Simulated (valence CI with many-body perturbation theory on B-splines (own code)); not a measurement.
**Yb LVIII: calculated level list**

Calculated by relativistic CI+MBPT: three valence electrons over a frozen Dirac-Fock core [Ne], radial functions for each j: 11 s, 11 p, 10 d, 8 f, 5 g, 2 h, with the one-electron correlation potential Σ1 (screened to all orders), the two-electron term Σ2, the three-electron term Σ3, Breit, model QED; selected single and double excitations, second order for the rest, scaled by the run's own slope (own B-spline code, finite nucleus).

No measured spectrum was set against this ion. As an estimate, large intervals hold to a few tenths of a per cent, small ones and those within an open d or f shell to about a per cent.

Levels 91 to 135 of 157, with energies above the lowest level, (3s^2 3p1/2) J=1/2. "Leading %" is the weight of the configuration and term that name the level; weights of strongly mixed levels are sums over their largest components and can fall short, so below about 35 % the name and the second component can differ from the true leading terms, or belong to a minority configuration. In the jj column 3d3/2^4 stands for four electrons in 3d with j = 3/2.

| No. | Configuration | Term | J | E (Ry) | Leading % | Leading jj | Second component |
| --- | --- | --- | --- | --- | --- | --- | --- |
| 91 | 3p.3d2 | 4G° | 9/2 | 102.84 | 29 | 3p1/2 3d5/2^2 (97 %) | 24 % 3p.3d2 2H° |
| 92 | 3p2.3d | 4F | 9/2 | 102.99 | 61 | 3p3/2^2 3d5/2 (99 %) | 38 % 3p2.3d 2G |
| 93 | 3p2.3d | 2F | 7/2 | 103.07 | 52 | 3p3/2^2 3d5/2 (98 %) | 37 % 3p2.3d 4D |
| 94 | 3p.3d2 | 2P° | 3/2 | 103.31 | 29 | 3p1/2 3d5/2^2 (99 %) | 24 % 3p.3d2 4P° |
| 95 | 3p.3d2 | 2F° | 5/2 | 103.46 | 39 | 3p1/2 3d5/2^2 (98 %) | 22 % 3p.3d2 4D° |
| 96 | 3p2.3d | 2P | 1/2 | 104.04 | 53 | 3p3/2^2 3d5/2 (96 %) | 30 % 3p2.3d 2S |
| 97 | 3p2.3d | 2D | 5/2 | 105.14 | 76 | 3p3/2^2 3d5/2 (99 %) | 16 % 3p2.3d 4D |
| 98 | 3p.3d2 | 2P° | 1/2 | 105.35 | 73 | 3p1/2 3d5/2^2 (96 %) | 19 % 3p.3d2 4D° |
| 99 | 3p2.3d | 2P | 3/2 | 106.01 | 45 | 3p3/2^2 3d5/2 (95 %) | 27 % 3p2.3d 2D |
| 100 | 3p2.3d | 2D | 5/2 | 106.19 | 52 | 3p3/2^2 3d5/2 (94 %) | 19 % 3p2.3d 2F |
| 101 | 3p.3d2 | 4F° | 3/2 | 113.45 | 31 | 3p3/2 3d3/2^2 (98 %) | 24 % 3p.3d2 4D° |
| 102 | 3p.3d2 | 4F° | 5/2 | 113.94 | 38 | 3p3/2 3d3/2^2 (94 %) | 20 % 3p.3d2 2F° |
| 103 | 3p.3d2 | 4D° | 1/2 | 114.04 | 74 | 3p3/2 3d3/2^2 (98 %) | 22 % 3p.3d2 2P° |
| 104 | 3p.3d2 | 2G° | 7/2 | 114.07 | 33 | 3p3/2 3d3/2^2 (94 %) | 25 % 3p.3d2 2F° |
| 105 | 3p.3d2 | 2P° | 3/2 | 115.72 | 27 | 3p3/2 3d3/2^2 (89 %) | 22 % 3p.3d2 4D° |
| 106 | 3p.3d2 | 4G° | 9/2 | 116.97 | 55 | 3p3/2 3d3/2 3d5/2 (99 %) | 21 % 3p.3d2 4F° |
| 107 | 3p.3d2 | 2F° | 7/2 | 117.32 | 31 | 3p3/2 3d3/2 3d5/2 (99 %) | 31 % 3p.3d2 4F° |
| 108 | 3p.3d2 | 2H° | 11/2 | 117.93 | 51 | 3p3/2 3d3/2 3d5/2 (90 %) | 49 % 3p.3d2 4G° |
| 109 | 3p.3d2 | 4P° | 5/2 | 118.13 | 45 | 3p3/2 3d3/2 3d5/2 (99 %) | 38 % 3p.3d2 4D° |
| 110 | 3p.3d2 | 2S° | 1/2 | 118.21 | 45 | 3p3/2 3d3/2 3d5/2 (99 %) | 29 % 3p.3d2 4P° |
| 111 | 3p.3d2 | 4D° | 3/2 | 118.32 | 44 | 3p3/2 3d3/2 3d5/2 (96 %) | 30 % 3p.3d2 2D° |
| 112 | 3p.3d2 | 2F° | 5/2 | 118.34 | 47 | 3p3/2 3d3/2 3d5/2 (99 %) | 40 % 3p.3d2 4D° |
| 113 | 3p.3d2 | 2G° | 7/2 | 118.66 | 34 | 3p3/2 3d3/2 3d5/2 (97 %) | 31 % 3p.3d2 4D° |
| 114 | 3p.3d2 | 2G° | 7/2 | 119.48 | 38 | 3p3/2 3d3/2 3d5/2 (90 %) | 22 % 3p.3d2 4D° |
| 115 | 3p.3d2 | 2D° | 5/2 | 119.74 | 58 | 3p3/2 3d3/2 3d5/2 (90 %) | 14 % 3p.3d2 2F° |
| 116 | 3p.3d2 | 2P° | 3/2 | 119.91 | 41 | 3p3/2 3d3/2 3d5/2 (94 %) | 19 % 3p.3d2 2D° |
| 117 | 3p.3d2 | 2G° | 9/2 | 119.98 | 75 | 3p3/2 3d3/2 3d5/2 (96 %) | 19 % 3p.3d2 2H° |
| 118 | 3p.3d2 | 2D° | 3/2 | 120.64 | 54 | 3p3/2 3d3/2 3d5/2 (93 %) | 17 % 3p.3d2 4S° |
| 119 | 3p.3d2 | 2F° | 5/2 | 120.90 | 58 | 3p3/2 3d3/2 3d5/2 (92 %) | 26 % 3p.3d2 2D° |
| 120 | 3p.3d2 | 2P° | 1/2 | 121.28 | 78 | 3p3/2 3d3/2 3d5/2 (89 %) | 7 % 3p.3d2 4P° |
| 121 | 3p.3d2 | 4G° | 11/2 | 121.71 | 51 | 3p3/2 3d5/2^2 (90 %) | 49 % 3p.3d2 2H° |
| 122 | 3p.3d2 | 2D° | 5/2 | 122.48 | 40 | 3p3/2 3d5/2^2 (88 %) | 23 % 3p.3d2 2F° |
| 123 | 3p.3d2 | 2F° | 7/2 | 122.56 | 51 | 3p3/2 3d5/2^2 (95 %) | 35 % 3p.3d2 4D° |
| 124 | 3p.3d2 | 4F° | 9/2 | 122.75 | 52 | 3p3/2 3d5/2^2 (97 %) | 44 % 3p.3d2 2G° |
| 125 | 3p.3d2 | 2P° | 1/2 | 123.93 | 74 | 3p3/2 3d5/2^2 (91 %) | 16 % 3p.3d2 2S° |
| 126 | 3p.3d2 | 2F° | 7/2 | 124.93 | 55 | 3p3/2 3d5/2^2 (95 %) | 16 % 3p.3d2 4D° |
| 127 | 3p.3d2 | 2P° | 3/2 | 125.08 | 72 | 3p3/2 3d5/2^2 (98 %) | 9 % 3p.3d2 2D° |
| 128 | 3p.3d2 | 2D° | 5/2 | 125.13 | 62 | 3p3/2 3d5/2^2 (98 %) | 16 % 3p.3d2 2F° |
| 129 | 3p.3d2 | 2P° | 3/2 | 126.26 | 54 | 3p3/2 3d5/2^2 (93 %) | 21 % 3p.3d2 2D° |
| 130 | 3d3 | 4F | 3/2 | 128.99 | 47 | 3d3/2^3 (98 %) | 37 % 3d3 2D |
| 131 | 3d3 | 4F | 5/2 | 132.91 | 83 | 3d3/2^2 3d5/2 (99 %) | 15 % 3d3 2D |
| 132 | 3d3 | 4P | 3/2 | 133.45 | 39 | 3d3/2^2 3d5/2 (98 %) | 31 % 3d3 4F |
| 133 | 3d3 | 2H | 9/2 | 133.58 | 46 | 3d3/2^2 3d5/2 (99 %) | 41 % 3d3 2G |
| 134 | 3d3 | 2G | 7/2 | 133.62 | 49 | 3d3/2^2 3d5/2 (96 %) | 34 % 3d3 4F |
| 135 | 3d3 | 4P | 1/2 | 133.88 | 59 | 3d3/2^2 3d5/2 (99 %) | 41 % 3d3 2P |
